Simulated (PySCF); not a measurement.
Dissociation curve of SMILES N[SiH3], singlet. The N2–H7 bond (N2 also carries H, Si; H7 carries nothing else) is stretched with both fragments frozen at the PBE0/def2-TZVP optimised geometry. Each curve is given relative to its own lowest point near equilibrium.

| R / Å | A | B | C |
|---|---|---|---|
| 0.80 | 41.2 | 41.1 | 41.1 |
| 0.85 | 21.7 | 21.5 | 21.5 |
| 0.91 | 7.8 | 7.6 | 7.6 |
| 0.94 | 3.8 | 3.6 | 3.6 |
| 0.97 | 1.4 | 1.2 | 1.2 |
| 1.01 | 0.0 | 0.0 | 0.0 |
| 1.04 | 0.2 | 0.3 | 0.3 |
| 1.06 | 0.7 | 0.9 | 0.9 |
| 1.12 | 4.1 | 4.7 | 4.7 |
| 1.17 | 8.4 | 9.4 | 9.4 |
| 1.25 | 17.0 | 18.7 | 18.7 |
| 1.35 | 29.0 | 32.1 | 32.1 |
| 1.52 | 49.5 | 55.6 | 59.2 |
| 1.64 | 62.4 | 71.3 | 84.7 |
| 1.83 | 78.7 | 93.3 | 104.6 |
| 2.01 | 89.3 | 110.3 | 111.5 |
| 2.24 | 96.4 | 126.7 | 113.7 |
| 2.50 | 98.9 | 138.6 | 114.0 |
| 2.69 | 99.4 | 143.3 | 113.9 |
| 3.03 | 99.5 | 145.0 | 113.8 |
| 3.51 | 99.6 | 137.3 | 113.9 |

Energies in kcal/mol.

Task: Which curve belongs to which method? The methods are PySCF with CASSCF(2,2)/cc-pVDZ; MP2 on RHF/cc-pVDZ, 6 core orbitals frozen (PySCF); MP2 on UHF/cc-pVDZ, 6 core orbitals frozen (PySCF).

Result: A is CASSCF(2,2); B is RMP2; C is UMP2.

The unrestricted determinant behind UMP2 is spin-contaminated at 1.52 to 3.51 Å (<S²> up to 1.0, against 0.00 for a pure singlet). The restricted form behind RMP2 keeps the bonding electrons paired and can't separate into open-shell fragments. The T1 diagnostic of CCSD on the restricted reference of RMP2 exceeds 0.045 at 2.50 to 3.51 Å.
